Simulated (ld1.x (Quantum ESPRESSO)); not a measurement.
# Building the ultrasoft potential for H (BLYP, scalar-relativistic).

hydrogen (H), ultrasoft, made with ld1.x (Quantum ESPRESSO) 7.5 (BLYP, scalar-relativistic). Core none, reference 1s1. Waves: 1s (bound): rcut 0.75, rcutus 1.00 bohr; 1s channel at 1 Ry: rcut 0.75, rcutus 1.00 bohr; 2p channel at -0.14 Ry: rcut 0.85, rcutus 0.95 bohr; 2p channel at 2 Ry: rcut 0.85, rcutus 0.95 bohr. Local part: all-electron potential smoothed inside 0.80 bohr (lloc = -1). Core correction: none. Augmentation charge: built from norm-conserving waves at rcut, not smoothed further.

Poles of the logarithmic derivatives, all-electron (AE) and pseudo (PS). s: poles at 4.1 (AE) and 4.1 (PS) Ry. p: poles at no energy (AE) and no energy (PS) Ry. Test radius 1.10 bohr.

* Cutoffs needed: 18 Ry and 35 Ry (the cutoffs (Ry, on a coarse ladder) from which the occupation-weighted sum of valence levels, in a spherical-Bessel basis at the reference potential, stays within 10 and 1 mRy of its value at 400 Ry)
* Ghost test: no extra level below or beside the all-electron valence levels (s, p, d, f tested) (spherical-Bessel basis up to 400 Ry, 20 bohr box)
* Lowest eigenvalue of the overlap operator: 0.98 (p channel)
